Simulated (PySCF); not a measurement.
## CaF from Hartree–Fock to correlated methods

State: ²Σ⁺ (doublet), unpaired electrons σ ↑. Set-up: Ca def2-SVPD, F def2-SVPD; no relativity (PySCF 2.14). De refers to Ca + F in their high-spin ground configurations, without counterpoise correction. The functionals are run spin-unrestricted. A positive dipole means Ca(−)F(+).

```
      Level  Re (Å)  ωe (cm⁻¹)  De (eV)  μ (D)
        UHF   2.004        589     4.34  -2.99
    UHF-MP2   1.999        578     5.86    n/a
UHF-SCS-MP2   2.003        577     5.61    n/a
   UHF-CCSD   1.998        585     5.38    n/a
UHF-CCSD(T)   1.999        582     5.45    n/a
        PBE   1.961        594     6.05  -2.97
     revPBE   1.973        582     5.85  -2.88
     r²SCAN   1.961        605     6.09  -2.99
    r²SCANh   1.961        607     5.94  -3.04
       PBE0   1.961        604     5.71  -2.97
  BHandHLYP   1.971        604     5.30  -3.37
    LC-ωPBE   1.972        595     6.05  -2.64
```

Which functional lies closest to UHF-CCSD(T) in De, which farthest, and by how much do they differ from it?

Closest is BHandHLYP (-2.8 pm in Re, +3.8 % in ωe, -0.15 eV in De against UHF-CCSD(T) in the same basis), farthest r²SCAN (-3.8 pm in Re, +4.0 % in ωe, +0.64 eV in De). CCSD(T) converges more slowly with the basis than the functionals do and binds too weakly in this one, so the order can change at the basis-set limit.

What does a quarter of exact exchange do here, going from PBE to PBE0?

PBE0 less PBE: +0.0 pm in Re, +1.7 % in ωe, -0.34 eV in De. Exact exchange removes part of the self-interaction that spreads semilocal densities, and in most molecules shortens and stiffens the bond and lowers De; so it does here.

What does the step from GGA to meta-GGA do here, going from PBE to r²SCAN?

r²SCAN less PBE: +0.0 pm in Re, +1.9 % in ωe, +0.04 eV in De. 

Correlated steps freeze 6 core orbitals. Correlated levels converge slowly with the basis: in double zeta they bind strong bonds too weakly, by up to about 1 eV, and carry superposition errors of some tenths. The state is the lowest determinant that a PBE0 search found; another state may lie lower at other levels.
